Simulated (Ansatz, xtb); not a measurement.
## CH10O2Si3: which of two isomers lies lower

Structure a is `CO[SiH2][SiH2][SiH2]O`, a singlet and structure b is `CO[Si](O)([SiH3])[SiH3]`, a singlet. Both are isolated molecules in the gas phase, relaxed with B3LYP-D3(BJ)/def2-SVP; each stands in its lowest conformer found.

Quicker runs give these differences E(b) − E(a): GFN2-xTB +20.81 kJ/mol; HF/STO-3G −3.01 kJ/mol (at GFN2-xTB geometries); r2SCAN-D4/def2-SVP −8.77 kJ/mol (at GFN2-xTB geometries).

**Question.** Estimate which is lower in electronic energy at CCSD(T)/def2-SVP + ΔMP2/def2-TZVPP, and by roughly how much.

**Answer.** CCSD(T)/def2-SVP + ΔMP2/def2-TZVPP gives E(b) − E(a) = −1.72 kJ/mol, slightly favouring structure b, which is too small a margin to settle the true order.

How the difference moves with the method:

```tsv
level	geometry	E(b) − E(a) (kJ/mol)	departure from the last row (kJ/mol)	job, with rough time for the two
GFN2-xTB	GFN2-xTB	+20.81	+22.53	optimisation, 0.41 s
HF/STO-3G	GFN2-xTB	−3.01	−1.28	single point, 0.54 s
r2SCAN-D4/def2-SVP	GFN2-xTB	−8.77	−7.04	single point, 7.2 s
B3LYP-D3(BJ)/def2-SVP	B3LYP-D3(BJ)/def2-SVP	+6.45	+8.18	optimisation, 2.8 min
HF/def2-SVP	B3LYP-D3(BJ)/def2-SVP	+1.50	+3.23	part of the CCSD(T) run
MP2/def2-SVP	B3LYP-D3(BJ)/def2-SVP	+8.45	+10.18	part of the CCSD(T) run
CCSD(T)/def2-SVP	B3LYP-D3(BJ)/def2-SVP	+6.30	+8.02	single point
CCSD(T)/def2-SVP + ΔMP2/def2-TZVPP	B3LYP-D3(BJ)/def2-SVP	−1.72		single point, 1.9 min
```

As drawn, both hold the same kinds of bond in the same numbers.

The largest departure from CCSD(T)/def2-SVP + ΔMP2/def2-TZVPP is that of GFN2-xTB, 22.53 kJ/mol. The last row adds to CCSD(T) the change of the MP2 difference between the two basis sets, here −8.02 kJ/mol.

With thermal terms from frequencies at re-optimised GFN2-xTB minima (ideal gas, soft modes damped towards free rotors, one conformer each, 298.15 K, 1 atm): the zero-point term adds −4.05 kJ/mol; ΔH is −3.02 and ΔG −9.97 kJ/mol.

The correlated steps freeze 18 core orbitals. Programs: Ansatz 0.2.0, xtb 6.7.1; the last row on 2 threads of Arm Neoverse V2 on a shared host.
